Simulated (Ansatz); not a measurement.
`C#CSC=O` + `[SiH3][TeH]` → `O=C[Te][SiH3]` + `C#CS`  (substitution at a C–S bond)

Gas-phase electronic energies from Ansatz, PBE0-D4/def2-TZVP geometries. CBS: MP2 limit from def2 TZ/QZ plus the TZ coupled-cluster correction, frozen cores. This one scheme is used for every species. DFT in def2-TZVPP. B3LYP here is the variant with VWN-RPA as its local correlation; programs differ in this. Elements past krypton have def2 core potentials. For Te outer-core shells are correlated without core-valence functions, which leaves a few kJ/mol of doubt a bond. One conformer a species, not always the lowest.

(1) Is it downhill or uphill in electronic energy at CCSD(T)/CBS, and by how much? (Best estimate.)

(2) What do these levels give: PBE-D4, r2SCAN-D4, ωB97X-V, ωB97M-V, B2PLYP, PBE0, B3LYP, CCSD/def2-TZVPP, HF/def2-QZVPP, HF/CBS(def2), MP2/CBS(def2), CCSD/CBS(def2)? (An estimate is asked.)

Largest T1 diagnostic among the species: 0.017.

Answers

(1) The calculation gave: Uphill: ΔE = +1.7 kcal/mol.

(2) The calculation gave: PBE-D4 1.8, r2SCAN-D4 2.5, ωB97X-V 3.6, ωB97M-V 3.2, B2PLYP 2.4, PBE0 2.8, B3LYP 2.3, CCSD/def2-TZVPP 2.6, HF/def2-QZVPP 4.5, HF/CBS(def2) 4.5, MP2/CBS(def2) 1.8, CCSD/CBS(def2) 2.0 kcal/mol.

In def2-TZVPP, CCSD(T) changes the Hartree–Fock value by −2.3 kcal/mol (the triples alone add −0.4 kcal/mol) and MP2 by −2.2 kcal/mol. From PBE to PBE0 (25 % exact exchange), in def2-TZVPP and without D4, ΔE moves by +0.9 kcal/mol.
